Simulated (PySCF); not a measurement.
Method: PBE-D3(BJ)/def2-TZVP // PBE0-D3(BJ)/def2-TZVP (PySCF). Gas-phase values, no solvent. 

Reference species (SMILES): `C[SiH]1[SiH]=[SiH]1` (neutral, multiplicity 1).

```json
{
 "LUMO": "-2.39 eV",
 "HOMO": "-5.21 eV",
 "dipole_moment": "0.71 D"
}
```

Changed species: `C[Si]1=[SiH][SiH2]1`.

Problem. Give the shifts of the LUMO, HOMO and dipole moment.

Solution. the LUMO rises by 0.31 eV, to -2.08 eV; the HOMO rises by 0.18 eV, to -5.03 eV; the dipole moment goes up by 1.22 D, to 1.93 D.
